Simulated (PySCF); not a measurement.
Working out the excitation energy of B⁺

B⁺ [He] 2s2 (1S) → B⁺ [He] 2p2 (3P). Computed with PySCF 2.14 in def2-TZVPPD (6s3p3d1f, 37 functions), with no relativity, point nucleus. Frozen: nothing. Energies in hartree (1 hartree = 27.21139 eV):

```tsv
part	B⁺ (lower)	B⁺ (upper)
UHF	-24.236833	-23.834780
MP2 opposite-spin	-0.049821	-0.014828
MP2 same-spin	-0.000263	-0.007671
```

**Question.** What does Hartree-Fock give?

**Answer.** (-23.834780) − (-24.236833) = 0.402053 hartree = 10.940 eV.

**Question.** What do MP2 and SCS-MP2 (6/5 opposite-spin, 1/3 same-spin) give?

**Answer.** The opposite-spin parts differ by 0.952 eV and the same-spin parts by -0.202 eV. MP2: 10.940 + (0.952) + (-0.202) = 11.690 eV. SCS-MP2: 10.940 + 1.2 × (0.952) + (-0.202)/3 = 12.015 eV.

Measured between the centres of the two terms (NIST): 12.265 eV, so MP2 (valence and next inner shell) is off by -0.575 eV.

What remains against the reference includes basis incompleteness and correlation beyond second order.
